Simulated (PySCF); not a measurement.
Record of a relaxation.

(OH)3Hf-S-SiH3 (singlet state).
Bonds: Hf1–O2, Hf1–O3, Hf1–O4, Hf1–S5, S5–Si6. Hydrogens: H7 on O2; H8 on O3; H9 on O4; H10, H11, H12 on Si6.

Method: PySCF, PBE0-D3(BJ)/def2-SVP geometry optimisation, gas phase, def2 core potentials past Kr; density fitting, grid level 1; the optimiser is geomeTRIC in internal coordinates, started from a GFN2-xTB structure with every atom displaced at random (about 0.03 Å). 13 of its 20 geometries are shown. The frame can shift and turn from step to step; on so coarse a grid that alone can change the energy by a few meV, and forces under 0.02 eV/Å are noise.

Step 0: E = -26239.9756 eV, largest atomic force 4.520 eV/Å
```
atom  x, y, z in Å  |  force x, y, z in eV/Å
Hf1     0.446   -0.330    0.881   -2.198   3.867   0.803
O2     -1.111   -1.360    1.220   -0.977  -1.305   1.065
O3      1.079   -1.125   -0.636    3.138   0.908  -2.430
O4      1.378   -0.093    2.492    1.578   0.094   1.999
S5      0.015    1.963    0.062    0.284   0.009   0.857
Si6    -0.661    1.080   -1.726   -0.278  -0.398   0.594
H7     -0.960   -1.796    2.077   -0.708  -0.098  -0.123
H8      0.822   -1.974   -0.812   -0.879  -3.671  -1.386
H9      1.613    0.792    2.782    0.272   0.066   0.411
H10    -1.511   -0.122   -1.422    0.056   0.045  -0.159
H11     0.451    0.758   -2.576    0.706  -0.358  -0.786
H12    -1.445    2.125   -2.289   -0.995   0.841  -0.845
```

Step 2: E = -26240.9605 eV, largest atomic force 0.620 eV/Å
```
atom  x, y, z in Å  |  force x, y, z in eV/Å
Hf1     0.440   -0.292    0.914   -0.323   0.009  -0.200
O2     -1.149   -1.376    1.323    0.569   0.154   0.193
O3      1.225   -1.210   -0.637    0.044  -0.133   0.518
O4      1.427   -0.100    2.591    0.048   0.134  -0.296
S5     -0.022    1.952    0.059   -0.072   0.024  -0.018
Si6    -0.726    1.160   -1.815   -0.023   0.314  -0.146
H7     -1.043   -1.818    2.175   -0.437  -0.148   0.069
H8      0.968   -2.122   -0.811    0.120  -0.024  -0.290
H9      1.740    0.719    2.988    0.109  -0.170   0.165
H10    -1.565   -0.052   -1.560    0.021  -0.032  -0.040
H11     0.392    0.831   -2.744   -0.022  -0.025   0.031
H12    -1.572    2.228   -2.431   -0.033  -0.103   0.014
```

Step 3: E = -26241.0946 eV, largest atomic force 0.713 eV/Å
```
atom  x, y, z in Å  |  force x, y, z in eV/Å
Hf1     0.434   -0.272    0.936   -0.262  -0.433  -0.406
O2     -1.135   -1.362    1.402    0.530   0.119   0.222
O3      1.304   -1.242   -0.543   -0.310  -0.451   0.457
O4      1.436   -0.134    2.592    0.106   0.279  -0.143
S5     -0.075    1.953    0.021   -0.160  -0.004  -0.262
Si6    -0.777    1.222   -1.895    0.059   0.216   0.054
H7     -1.092   -1.839    2.244   -0.309   0.030  -0.167
H8      1.097   -2.167   -0.762    0.230   0.520  -0.071
H9      1.825    0.592    3.087    0.079  -0.173   0.114
H10    -1.596   -0.009   -1.677   -0.005  -0.045  -0.019
H11     0.342    0.899   -2.834   -0.043   0.046   0.103
H12    -1.647    2.274   -2.520    0.085  -0.103   0.119
```

Step 5: E = -26241.2419 eV, largest atomic force 0.446 eV/Å
```
atom  x, y, z in Å  |  force x, y, z in eV/Å
Hf1     0.393   -0.248    0.958    0.035  -0.442  -0.056
O2     -1.135   -1.324    1.527    0.257   0.049   0.039
O3      1.376   -1.265   -0.380   -0.301  -0.281   0.067
O4      1.465   -0.131    2.551    0.002   0.341  -0.068
S5     -0.199    1.949   -0.043   -0.116  -0.013  -0.203
Si6    -0.851    1.290   -1.993    0.085  -0.093   0.229
H7     -1.184   -1.876    2.317   -0.162   0.088  -0.164
H8      1.341   -2.170   -0.718    0.107   0.356   0.039
H9      1.986    0.340    3.201    0.053  -0.102   0.030
H10    -1.625    0.014   -1.859   -0.002  -0.004  -0.009
H11     0.297    1.021   -2.911   -0.001   0.074   0.034
H12    -1.748    2.316   -2.601    0.042   0.027   0.062
```

Step 6: E = -26241.3205 eV, largest atomic force 0.306 eV/Å
```
atom  x, y, z in Å  |  force x, y, z in eV/Å
Hf1     0.359   -0.253    0.978    0.125  -0.111   0.051
O2     -1.164   -1.284    1.598    0.112   0.003  -0.016
O3      1.351   -1.275   -0.317   -0.175  -0.020  -0.095
O4      1.515   -0.068    2.490   -0.077   0.290   0.061
S5     -0.298    1.925   -0.041   -0.001   0.027   0.097
Si6    -0.862    1.288   -2.000    0.042  -0.168   0.068
H7     -1.318   -1.880    2.334   -0.150  -0.004  -0.032
H8      1.462   -2.116   -0.755    0.079  -0.072  -0.102
H9      2.102    0.199    3.192    0.063  -0.045   0.024
H10    -1.540   -0.050   -1.956    0.006   0.015   0.004
H11     0.323    1.157   -2.897    0.013   0.032  -0.035
H12    -1.815    2.275   -2.574   -0.038   0.054  -0.025
```

Step 8: E = -26241.4017 eV, largest atomic force 0.241 eV/Å
```
atom  x, y, z in Å  |  force x, y, z in eV/Å
Hf1     0.365   -0.273    0.999    0.053   0.034  -0.037
O2     -1.187   -1.230    1.639    0.100  -0.135   0.145
O3      1.280   -1.296   -0.341   -0.037  -0.179  -0.158
O4      1.586    0.060    2.434    0.009   0.077   0.204
S5     -0.359    1.894    0.020    0.085   0.047   0.203
Si6    -0.838    1.238   -1.944   -0.023  -0.076  -0.150
H7     -1.548   -1.840    2.285   -0.076   0.087  -0.115
H8      1.518   -2.027   -0.913   -0.009   0.121   0.058
H9      2.200    0.142    3.163   -0.068  -0.013  -0.134
H10    -1.356   -0.171   -1.958    0.010   0.044   0.020
H11     0.355    1.291   -2.845   -0.032  -0.002   0.001
H12    -1.901    2.131   -2.489   -0.011  -0.006  -0.036
```

Step 10: E = -26241.4338 eV, largest atomic force 0.207 eV/Å
```
atom  x, y, z in Å  |  force x, y, z in eV/Å
Hf1     0.429   -0.294    0.999   -0.118   0.081  -0.123
O2     -1.159   -1.205    1.588    0.199  -0.030   0.048
O3      1.302   -1.311   -0.378   -0.019   0.058   0.086
O4      1.607    0.114    2.455   -0.079  -0.093  -0.032
S5     -0.262    1.893    0.061    0.024  -0.001  -0.081
Si6    -0.853    1.207   -1.877   -0.034   0.058   0.023
H7     -1.734   -1.770    2.098   -0.134  -0.031   0.011
H8      1.620   -1.938   -1.022    0.034  -0.045  -0.059
H9      2.201    0.099    3.200    0.102   0.040   0.094
H10    -1.383   -0.192   -1.821   -0.010  -0.035   0.005
H11     0.285    1.226   -2.845    0.018  -0.003   0.004
H12    -1.938    2.089   -2.404    0.016  -0.001   0.022
```

Step 11: E = -26241.4440 eV, largest atomic force 0.138 eV/Å
```
atom  x, y, z in Å  |  force x, y, z in eV/Å
Hf1     0.463   -0.298    0.991   -0.066   0.058  -0.040
O2     -1.131   -1.210    1.554    0.123  -0.035   0.052
O3      1.349   -1.311   -0.380   -0.010   0.051   0.073
O4      1.603    0.115    2.481   -0.032  -0.112  -0.060
S5     -0.181    1.900    0.046   -0.027  -0.001  -0.109
Si6    -0.884    1.200   -1.853    0.011   0.044   0.062
H7     -1.801   -1.741    1.975   -0.072  -0.002  -0.015
H8      1.713   -1.896   -1.040    0.016  -0.021  -0.020
H9      2.189    0.072    3.233    0.042   0.043   0.036
H10    -1.472   -0.173   -1.734   -0.002  -0.022  -0.007
H11     0.215    1.142   -2.864    0.009  -0.002   0.004
H12    -1.947    2.118   -2.359    0.010   0.000   0.023
```

Step 13: E = -26241.4521 eV, largest atomic force 0.059 eV/Å
```
atom  x, y, z in Å  |  force x, y, z in eV/Å
Hf1     0.469   -0.293    0.992    0.025  -0.020   0.048
O2     -1.094   -1.244    1.572   -0.001  -0.001   0.017
O3      1.366   -1.300   -0.374    0.006   0.014  -0.016
O4      1.615    0.097    2.483    0.017  -0.045  -0.033
S5     -0.156    1.907    0.028   -0.023  -0.007   0.011
Si6    -0.912    1.201   -1.842    0.029  -0.004   0.008
H7     -1.832   -1.745    1.911    0.012   0.022  -0.028
H8      1.759   -1.861   -1.040   -0.014   0.013   0.037
H9      2.221    0.068    3.221   -0.030   0.027  -0.036
H10    -1.519   -0.163   -1.700   -0.001   0.005  -0.005
H11     0.167    1.113   -2.873   -0.010   0.002   0.001
H12    -1.967    2.138   -2.329   -0.011  -0.005  -0.001
```

Step 14: E = -26241.4535 eV, largest atomic force 0.064 eV/Å
```
atom  x, y, z in Å  |  force x, y, z in eV/Å
Hf1     0.465   -0.294    0.996    0.014  -0.006   0.010
O2     -1.086   -1.253    1.589   -0.050  -0.010   0.019
O3      1.355   -1.294   -0.377    0.026  -0.008  -0.058
O4      1.629    0.092    2.471    0.048  -0.019   0.026
S5     -0.173    1.905    0.038   -0.014   0.001   0.036
Si6    -0.913    1.199   -1.835    0.014  -0.011  -0.016
H7     -1.842   -1.743    1.905    0.018   0.015  -0.020
H8      1.749   -1.848   -1.048   -0.011   0.008   0.033
H9      2.248    0.075    3.199   -0.026   0.022  -0.026
H10    -1.499   -0.176   -1.705    0.000   0.010  -0.001
H11     0.167    1.135   -2.866   -0.009   0.004   0.002
H12    -1.984    2.121   -2.316   -0.009  -0.006  -0.005
```

Step 16: E = -26241.4549 eV, largest atomic force 0.032 eV/Å
```
atom  x, y, z in Å  |  force x, y, z in eV/Å
Hf1     0.464   -0.309    1.000    0.024  -0.020  -0.007
O2     -1.080   -1.272    1.606   -0.008   0.010  -0.001
O3      1.333   -1.281   -0.407    0.002   0.020  -0.018
O4      1.662    0.070    2.448    0.013   0.000   0.020
S5     -0.215    1.894    0.084   -0.005  -0.009   0.010
Si6    -0.910    1.198   -1.812   -0.013   0.005  -0.009
H7     -1.853   -1.747    1.900   -0.007  -0.006   0.003
H8      1.696   -1.845   -1.086    0.007  -0.008   0.002
H9      2.300    0.125    3.156   -0.015  -0.002  -0.009
H10    -1.446   -0.199   -1.716   -0.002   0.003   0.002
H11     0.179    1.197   -2.835    0.000   0.004   0.004
H12    -2.015    2.084   -2.287    0.004   0.003   0.002
```

Step 17: E = -26241.4548 eV, largest atomic force 0.021 eV/Å
```
atom  x, y, z in Å  |  force x, y, z in eV/Å
Hf1     0.472   -0.320    0.997    0.004  -0.008   0.000
O2     -1.077   -1.279    1.598    0.013   0.004  -0.008
O3      1.341   -1.278   -0.421   -0.008   0.019  -0.005
O4      1.668    0.056    2.447   -0.001   0.000   0.001
S5     -0.218    1.887    0.100   -0.004  -0.012  -0.012
Si6    -0.916    1.204   -1.801   -0.009   0.010   0.007
H7     -1.857   -1.747    1.885   -0.008  -0.007   0.005
H8      1.699   -1.844   -1.101    0.010  -0.008  -0.004
H9      2.305    0.130    3.154   -0.002  -0.006   0.006
H10    -1.453   -0.193   -1.713    0.000   0.000   0.000
H11     0.172    1.209   -2.825    0.002   0.003   0.003
H12    -2.020    2.093   -2.270    0.005   0.006   0.006
```

Step 19: E = -26241.4548 eV, largest atomic force under 0.02 eV/Å
```
atom  x, y, z in Å  |  force x, y, z in eV/Å
Hf1     0.476   -0.326    0.995    0.004   0.003   0.004
O2     -1.075   -1.284    1.594    0.002  -0.010  -0.007
O3      1.347   -1.279   -0.425   -0.007   0.007  -0.010
O4      1.668    0.048    2.449    0.000  -0.001  -0.005
S5     -0.217    1.882    0.104   -0.002  -0.005  -0.003
Si6    -0.921    1.211   -1.799   -0.004   0.004   0.007
H7     -1.855   -1.751    1.882    0.002   0.000   0.001
H8      1.709   -1.844   -1.104    0.005   0.000   0.004
H9      2.302    0.121    3.159   -0.002  -0.006   0.005
H10    -1.464   -0.184   -1.717    0.000   0.002  -0.001
H11     0.166    1.216   -2.824    0.000   0.002   0.002
H12    -2.021    2.108   -2.261    0.002   0.005   0.003
```

Q: Summarise the path.

A: The energy falls by 34.11 kcal/mol from step 0 to step 19; nine tenths of that is first reached at step 6. It never rises by more than 0.2 meV. The largest force goes from 4.520 to under 0.02 eV/Å. Among the bonds Hf1–O3 changes most, from 1.826 to 1.919 Å; the atoms move by 0.569 Å rms after alignment.

The cost below is that of the whole optimisation. Time: 4.3 min; peak memory 0.53 GiB. Hardware: one thread of an Arm Neoverse V1, no GPU, on a shared host.
